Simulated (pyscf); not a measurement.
**1,1-elimination: F–GeH(F)–GeH₃ -> F–GeH₃ + F–GeH: [singlet]**

Gas phase, singlet surface, charge 0. Bonds broken: Ge1–Ge2, Ge2–F3. Bonds formed: Ge1–F3. Structures and frequencies: ωB97X-D3(BJ)/def2-SVP in PySCF.

Transition state (Å):

```xyz
8

Ge     0.2683    -0.3601     0.1189
Ge    -1.6964    -1.0535    -1.4733
F     -0.5762    -2.1512    -0.2908
F     -3.2551    -1.3198    -0.7170
H      1.1560    -1.1697     1.0780
H     -0.5746     0.6362     0.9192
H      1.1462     0.2643    -0.9708
H     -1.8255    -1.9980    -2.7107
```

One imaginary mode, 251i cm⁻¹; descent along it reached the two sides named, in the forms told below.

```json
[
 {"bond": "Ge1–Ge2", "change": "breaks", "reactant side (Å)": "2.405", "saddle": "2.6", "product side": "3.3"},
 {"bond": "Ge2–F3", "change": "breaks", "reactant side (Å)": "1.739", "saddle": "1.964", "product side": "2.169"},
 {"bond": "Ge1–F3", "change": "forms", "reactant side (Å)": "3.4", "saddle": "2.022", "product side": "1.809"}
]
```

Electronic energies relative to the reactant's lowest minimum found (kcal/mol):

```
level                   barrier  reaction energy  reverse barrier
----------------------  -------  ---------------  ---------------
ωB97X-D3(BJ)/def2-TZVP     42.2            +43.2             -0.9
PBE/def2-TZVP              34.5            +36.3             -1.9
r²SCAN/def2-TZVP           38.5            +41.3             -2.8
B3LYP-D3(BJ)/def2-TZVP     37.5            +34.6              3.0
PBE0-D3(BJ)/def2-TZVP      39.7            +40.7             -1.0
M06-2X/def2-TZVP           39.5            +36.6              2.9
ωB97M-D3(BJ)/def2-TZVP     38.6            +34.3              4.3
HF/def2-TZVP               49.4            +32.1             17.3
```

With ωB97M-D3(BJ)/def2-TZVP energies and thermal terms (ideal gas, 1 atm, RRHO with modes under 100 cm⁻¹ raised to 100, one conformer, R ln 2 for chiral ones without a mode under 150 cm⁻¹), in kcal/mol:

| T (K) | ΔH‡ | ΔG‡ | ΔH | ΔG |
|---|---|---|---|---|
| 298 | 37.7 | 38.2 | +32.5 | +22.0 |
| 600 | 37.1 | 39.0 | +31.4 | +11.8 |
| 900 | 36.6 | 40.1 | +30.3 | +2.2 |
| 1200 | 36.0 | 41.4 | +29.2 | -7.0 |

On the product side the descent ends in an adduct with a F–Ge contact (not fully relaxed), 12.5 kcal/mol under the separated species and 11.5 kcal/mol under the saddle at ωB97X-D3(BJ)/def2-TZVP. At ωB97X-D3(BJ)/def2-TZVP, PBE, r²SCAN, PBE0-D3(BJ) the saddle lies under the separated products, which points to a path from their complex (located at ωB97X-D3(BJ) alone), and parting the products costs more than the saddle. What is counted as broken (F–Ge) persists as a longer contact in the product adduct; parting that adduct is a step of its own. One saddle was located; it need not be the lowest between these sides. Elements up to Kr have no core potential and no relativistic terms here.
